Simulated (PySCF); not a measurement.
FH8NSi3, SMILES N[SiH2][SiH2][SiH2]F. Atoms are numbered in the order given.

```xyz
13

Si    -1.3090    -0.8220    -0.1597
F     -2.9492    -0.6366    -0.1576
Si    -0.2301     1.2569     0.0873
Si     1.9696     0.4962     0.4225
N      1.9713    -1.0254    -0.4715
H     -0.9415    -1.4623    -1.4699
H     -0.9601    -1.7345     0.9818
H     -0.7658     2.0348     1.2602
H     -0.3822     2.0933    -1.1578
H      3.0482     1.4994     0.0710
H      2.1568     0.1269     1.8699
H      1.8614    -0.9744    -1.4892
H      2.6999    -1.7109    -0.2475
```
Charge 0, spin multiplicity 1.

Geometry optimised at PBE-D3(BJ)/def2-SVP. The structure was generated by enumeration, and PubChem lists no compound with its InChIKey, so it may never have been made. One conformer was computed; it need not be the lowest.

All values below come from PySCF with PBE-D3(BJ)/def2-SVP.

Frequencies are harmonic and unscaled.

```json
[
 {"mode": "1", "ν (cm⁻¹)": "51", "IR (km/mol)": "1.0", "Raman (Å⁴/amu)": "0.9", "depolarisation": "0.75", "moving atoms (share of kinetic energy)": "Si 44 %, H 27 %, F 19 %, N 10 %"},
 {"mode": "2", "ν (cm⁻¹)": "62", "IR (km/mol)": "0.8", "Raman (Å⁴/amu)": "0.3", "depolarisation": "0.75", "moving atoms (share of kinetic energy)": "N 41 %, Si 29 %, H 18 %, F 12 %"},
 {"mode": "3", "ν (cm⁻¹)": "110", "IR (km/mol)": "0.7", "Raman (Å⁴/amu)": "0.6", "depolarisation": "0.75", "moving atoms (share of kinetic energy)": "Si 32 %, H 27 %, F 25 %, N 15 %"},
 {"mode": "4", "ν (cm⁻¹)": "151", "IR (km/mol)": "1.5", "Raman (Å⁴/amu)": "0.3", "depolarisation": "0.69", "moving atoms (share of kinetic energy)": "F 39 %, Si 37 %, N 12 %, H 11 %"},
 {"mode": "5", "ν (cm⁻¹)": "197", "IR (km/mol)": "0.9", "Raman (Å⁴/amu)": "5.1", "depolarisation": "0.60", "moving atoms (share of kinetic energy)": "Si 39 %, H 30 %, F 18 %, N 13 %"},
 {"mode": "6", "ν (cm⁻¹)": "281", "IR (km/mol)": "32.3", "Raman (Å⁴/amu)": "1.8", "depolarisation": "0.30", "moving atoms (share of kinetic energy)": "H 81 %, Si 11 %"},
 {"mode": "7", "ν (cm⁻¹)": "315", "IR (km/mol)": "14.2", "Raman (Å⁴/amu)": "1.9", "depolarisation": "0.45", "moving atoms (share of kinetic energy)": "H 86 %, Si 11 %"},
 {"mode": "8", "ν (cm⁻¹)": "385", "IR (km/mol)": "1.1", "Raman (Å⁴/amu)": "2.2", "depolarisation": "0.58", "moving atoms (share of kinetic energy)": "H 84 %, Si 14 %"},
 {"mode": "9", "ν (cm⁻¹)": "418", "IR (km/mol)": "0.5", "Raman (Å⁴/amu)": "23.2", "depolarisation": "0.10", "moving atoms (share of kinetic energy)": "Si 84 %, H 14 %"},
 {"mode": "10", "ν (cm⁻¹)": "435", "IR (km/mol)": "2.1", "Raman (Å⁴/amu)": "8.4", "depolarisation": "0.55", "moving atoms (share of kinetic energy)": "Si 73 %, H 25 %"},
 {"mode": "11", "ν (cm⁻¹)": "482", "IR (km/mol)": "107.8", "Raman (Å⁴/amu)": "3.6", "depolarisation": "0.60", "moving atoms (share of kinetic energy)": "H 77 %, N 16 %"},
 {"mode": "12", "ν (cm⁻¹)": "542", "IR (km/mol)": "21.0", "Raman (Å⁴/amu)": "7.5", "depolarisation": "0.72", "moving atoms (share of kinetic energy)": "H 72 %, Si 25 %"},
 {"mode": "13", "ν (cm⁻¹)": "618", "IR (km/mol)": "134.9", "Raman (Å⁴/amu)": "3.5", "depolarisation": "0.72", "moving atoms (share of kinetic energy)": "H 85 %, Si 14 %"},
 {"mode": "14", "ν (cm⁻¹)": "627", "IR (km/mol)": "7.7", "Raman (Å⁴/amu)": "9.9", "depolarisation": "0.69", "moving atoms (share of kinetic energy)": "H 89 %, Si 9 %"},
 {"mode": "15", "ν (cm⁻¹)": "676", "IR (km/mol)": "39.0", "Raman (Å⁴/amu)": "16.9", "depolarisation": "0.73", "moving atoms (share of kinetic energy)": "H 94 %"},
 {"mode": "16", "ν (cm⁻¹)": "743", "IR (km/mol)": "15.2", "Raman (Å⁴/amu)": "23.3", "depolarisation": "0.75", "moving atoms (share of kinetic energy)": "H 93 %"},
 {"mode": "17", "ν (cm⁻¹)": "758", "IR (km/mol)": "65.8", "Raman (Å⁴/amu)": "19.0", "depolarisation": "0.61", "moving atoms (share of kinetic energy)": "H 72 %, N 22 %"},
 {"mode": "18", "ν (cm⁻¹)": "803", "IR (km/mol)": "82.2", "Raman (Å⁴/amu)": "10.5", "depolarisation": "0.39", "moving atoms (share of kinetic energy)": "H 35 %, N 34 %, Si 31 %"},
 {"mode": "19", "ν (cm⁻¹)": "822", "IR (km/mol)": "18.0", "Raman (Å⁴/amu)": "8.0", "depolarisation": "0.70", "moving atoms (share of kinetic energy)": "F 49 %, H 32 %, Si 19 %"},
 {"mode": "20", "ν (cm⁻¹)": "856", "IR (km/mol)": "202.1", "Raman (Å⁴/amu)": "9.6", "depolarisation": "0.70", "moving atoms (share of kinetic energy)": "H 83 %, Si 13 %"},
 {"mode": "21", "ν (cm⁻¹)": "874", "IR (km/mol)": "87.9", "Raman (Å⁴/amu)": "13.0", "depolarisation": "0.74", "moving atoms (share of kinetic energy)": "H 87 %"},
 {"mode": "22", "ν (cm⁻¹)": "894", "IR (km/mol)": "37.6", "Raman (Å⁴/amu)": "17.2", "depolarisation": "0.68", "moving atoms (share of kinetic energy)": "H 82 %, Si 10 %"},
 {"mode": "23", "ν (cm⁻¹)": "901", "IR (km/mol)": "209.5", "Raman (Å⁴/amu)": "5.0", "depolarisation": "0.45", "moving atoms (share of kinetic energy)": "H 79 %, Si 15 %"},
 {"mode": "24", "ν (cm⁻¹)": "925", "IR (km/mol)": "70.6", "Raman (Å⁴/amu)": "18.4", "depolarisation": "0.71", "moving atoms (share of kinetic energy)": "H 91 %"},
 {"mode": "25", "ν (cm⁻¹)": "1502", "IR (km/mol)": "29.0", "Raman (Å⁴/amu)": "8.6", "depolarisation": "0.68", "moving atoms (share of kinetic energy)": "H 91 %, N 9 %"},
 {"mode": "26", "ν (cm⁻¹)": "2098", "IR (km/mol)": "159.1", "Raman (Å⁴/amu)": "232.5", "depolarisation": "0.30", "moving atoms (share of kinetic energy)": "H 97 %"},
 {"mode": "27", "ν (cm⁻¹)": "2141", "IR (km/mol)": "70.4", "Raman (Å⁴/amu)": "202.7", "depolarisation": "0.11", "moving atoms (share of kinetic energy)": "H 98 %"},
 {"mode": "28", "ν (cm⁻¹)": "2154", "IR (km/mol)": "10.2", "Raman (Å⁴/amu)": "175.6", "depolarisation": "0.60", "moving atoms (share of kinetic energy)": "H 96 %"},
 {"mode": "29", "ν (cm⁻¹)": "2158", "IR (km/mol)": "80.7", "Raman (Å⁴/amu)": "218.7", "depolarisation": "0.12", "moving atoms (share of kinetic energy)": "H 97 %"},
 {"mode": "30", "ν (cm⁻¹)": "2161", "IR (km/mol)": "71.1", "Raman (Å⁴/amu)": "115.2", "depolarisation": "0.30", "moving atoms (share of kinetic energy)": "H 96 %"},
 {"mode": "31", "ν (cm⁻¹)": "2176", "IR (km/mol)": "164.4", "Raman (Å⁴/amu)": "67.6", "depolarisation": "0.40", "moving atoms (share of kinetic energy)": "H 96 %"},
 {"mode": "32", "ν (cm⁻¹)": "3464", "IR (km/mol)": "18.7", "Raman (Å⁴/amu)": "154.2", "depolarisation": "0.14", "moving atoms (share of kinetic energy)": "H 96 %"},
 {"mode": "33", "ν (cm⁻¹)": "3556", "IR (km/mol)": "22.7", "Raman (Å⁴/amu)": "89.8", "depolarisation": "0.66", "moving atoms (share of kinetic energy)": "H 91 %, N 9 %"}
]
```
